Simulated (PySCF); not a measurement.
Si(Me)(Et)(OMe)(NH2), SMILES CC[Si](C)(N)OC (C₄H₁₃NOSi) (GFN2-xTB optimised geometry):

```
20

C      1.166    -0.452    -1.182
C      0.567    -1.209     0.000
Si    -1.343    -1.209     0.000
C     -2.018    -2.202     1.475
N     -1.895    -1.963    -1.449
O     -1.922     0.330     0.000
C     -1.740     1.336     0.955
H      0.787     0.567    -1.217
H      2.252    -0.411    -1.111
H      0.904    -0.942    -2.116
H      0.945    -2.231    -0.010
H      0.932    -0.758     0.925
H     -3.096    -2.090     1.552
H     -1.803    -3.259     1.373
H     -1.587    -1.869     2.414
H     -2.872    -2.198    -1.511
H     -1.592    -1.570    -2.325
H     -0.680     1.560     1.092
H     -2.252     2.231     0.598
H     -2.164     1.040     1.917
```

Computed with CAM-B3LYP/def2-SVP run with PySCF.

What are the frontier orbital energies and the dipole moment?

HOMO-2 -9.50 eV, HOMO-1 -8.71 eV, HOMO -8.54 eV, LUMO 2.32 eV, LUMO+1 2.94 eV; dipole moment 0.76 D.

On the same geometry PBE/def2-SVP (PySCF) gives HOMO-2 -6.50 eV, HOMO-1 -5.83 eV, HOMO -5.56 eV, LUMO 0.62 eV, LUMO+1 1.15 eV; dipole moment 0.61 D.

Meta-Löwdin charges at CAM-B3LYP/def2-SVP: C1 -0.28, C2 -0.42, Si3 1.17, C4 -0.57, N5 -0.69, O6 -0.62, C7 -0.06, H8 0.09, H9 0.09, H10 0.09, H11 0.10, H12 0.09, H13 0.11, H14 0.12, H15 0.11, H16 0.21, H17 0.21, H18 0.08, H19 0.10, H20 0.09.
